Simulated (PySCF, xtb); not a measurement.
F2HOS, SMILES S(=[OH+])(F)F, charge +1.

GFN2-xTB (xtb) at its own geometry gives an orbital gap of 7.54 eV.

The structure is a stationary point at B3LYP-D3(BJ)/def2-SVP. The isomer is the one that the SMILES or the coordinates give; other isomers of the formula were not compared.

Q: What does B3LYP/def2-TZVPD (PySCF) give? (The exact figures need the calculation; the answer reports its results.)

A: gap 9.28 eV (levels -18.20 and -8.92 eV).
